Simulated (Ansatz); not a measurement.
System: sum formula SiN₂H₄Br₂ (charge 0, singlet). SMILES: N[Si](N)(Br)Br
Coordinates optimised at B3LYP-D3(BJ)/def2-TZVP (Ansatz, a first-principles code):
```xyz
9

Si     0.0041    -0.7417     0.0331
Br    -0.0880     0.5217    -1.8171
Br     0.0815     0.6825     1.7634
N      1.3802    -1.7114     0.2187
N     -1.3613    -1.7390    -0.0647
H      1.5669    -2.4490    -0.4435
H      2.2213    -1.3352     0.6254
H     -2.2063    -1.4098    -0.5029
H     -1.5403    -2.4167     0.6607
```
Charge 0, spin multiplicity 1.

Wanted: atomisation energy (electronic, to ground-state atoms), in eV. Cores are frozen in the correlated levels unless marked. Open shells are spin-unrestricted. Spin-orbit coupling is left out. The frozen core is the preceding noble-gas configuration, with the filled d and f shells of earlier blocks. Non-relativistic. The coupled-cluster limit lacks core correlation, which all-electron functionals hold. CBS marks a two-point X^-3 extrapolation of the correlation energy; Hartree-Fock from the larger set. The bracket is a focal-point correction in the basis named.

| level | program | atomisation energy (eV) | minus last row | rough core time |
|---|---|---|---|---|
| r2SCAN-D4/def2-TZVPD | Ansatz + dftd4 | 31.48 | -0.05 | 21 s |
| B97M-V/def2-TZVPD | Ansatz | 31.47 | -0.06 | 30 s |
| PBE0/def2-TZVPD | Ansatz | 31.24 | -0.29 | 30 s |
| r2SCANh/def2-TZVPD | Ansatz | 31.18 | -0.35 | 30 s |
| wB97X-V/def2-TZVPD | Ansatz | 31.70 | 0.17 | 60 s |
| B2GP-PLYP-D4/def2-TZVPD | Ansatz + dftd4 | 30.98 | -0.55 | 30 s |
| RI-MP2/def2-QZVPP | Ansatz | 31.77 | 0.24 | 40 s |
| CCSD(T)/6-31G* | Ansatz | 27.16 | -4.37 | under 20 s |
| CCSD(T)/def2-TZVPP | Ansatz | 30.33 | -1.20 | 2.3 min |
| RI-MP2/CBS(def2-TZVPPD,def2-QZVPPD)+[CCSD(T)-MP2]/def2-TZVPPD | Ansatz | 31.53 | 0.00 | 7 min |

Core times are rough, on shared machines, summed over the molecules involved; a dash marks a level read off another run, or run on other hardware, by another program or under a memory cap.
